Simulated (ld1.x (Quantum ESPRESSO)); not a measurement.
Varying the TM potential for sulfur

Base potential:

* Element: S (Z = 16)
* Generator: ld1.x (Quantum ESPRESSO) 7.5
* Type: norm-conserving Troullier–Martins (Kleinman–Bylander form)
* Functional: revPBE
* Relativity: scalar-relativistic
* Frozen core: [He]
* Valence charge: 14
* Reference configuration: 2s2 2p6 3s2 3p2.5 (charge +1.5)
* Partial waves: 2s (bound): rc 0.70 bohr; 2p (bound): rc 0.75 bohr
* Local potential: the p channel
* Core correction: full core density, not smoothed (it rises at the typed radius of 0.75 bohr, so ld1.x skipped the fit)

Occupied shells without a wave of their own: 3p, 3s. They enter only through the test configuration that unscreens the potential, and ld1.x also counts them in the model core charge.

Cutoffs, loose and tight: the cutoffs (Ry, on a coarse ladder) from which the occupation-weighted sum of valence levels, in a spherical-Bessel basis at the reference potential, stays within 10 and 1 mRy of its value at 400 Ry. They do not see the model core or the augmentation charge, which bear on the density cutoff. Test errors are all-electron minus pseudo excitation energies from the reference, over the configurations 2s2 2p6 3s2 3p4; 2s2 2p6 3s2 3p3; 2s2 2p6 3s2 3p2; 2s2 2p6 3s2 3p3.5; 2s2 2p6 3s2 3p1; 2s1 2p6 3s2 3p4; 2s2 2p5 3s2 3p4. A dash means not determined; rows that change the core or the reference have their own tests.

With those shells counted twice in exchange and correlation these files are broken, and their errors move erratically; no question is asked of them.

```tsv
change	outcome	cutoff, loose	cutoff, tight	bound ghosts	largest test error (meV)
base	generated, misses its reference levels by 0.79 eV	300 Ry	over 300 Ry	none	-2571
reference 2s2 2p6 3s2 3p4	generated, misses its reference levels by 0.59 eV	300 Ry	over 300 Ry	none	+2997
wave 2p (bound): rc 0.75 bohr becomes 2p (bound): rc 0.70 bohr	generated, misses its reference levels by 0.63 eV	over 300 Ry	over 300 Ry	none	-2164
type ultrasoft; waves now 2s (bound): rcut 0.65, rcutus 0.70 bohr; 3s (bound): rcut 0.65, rcutus 0.70 bohr; 2p (bound): rcut 0.65, rcutus 0.75 bohr; 3p (bound): rcut 0.65, rcutus 0.75 bohr; local potential all-electron potential smoothed inside 0.65 bohr (lloc = -1); core correction a·sin(br)/r model core inside 0.75 bohr; augmentation PSQ, inside the norm-conserving radii	failed: chargeps: negative rho	–	–	–	–
non-relativistic	generated, misses its reference levels by 0.77 eV	300 Ry	over 300 Ry	none	-2508
core correction full core density, not smoothed (it rises at the typed radius of 0.60 bohr, so ld1.x skipped the fit)	generated, misses its reference levels by 0.79 eV	300 Ry	over 300 Ry	none	-2571
core [Ne], valence charge 6; reference 3s2 3p4; waves now 3p (bound): rc 1.80 bohr; 3s (bound): rc 1.35 bohr; local potential the s channel; core correction none	generated	40 Ry	60 Ry	none	+40
all radii but the core radius scaled by about 0.79 (s 0.56, p 0.58 bohr)	generated, misses its reference levels by 0.24 eV	over 300 Ry	over 300 Ry	none	-1010
functional PBE	generated, misses its reference levels by 0.79 eV	300 Ry	over 300 Ry	none	-2557
```
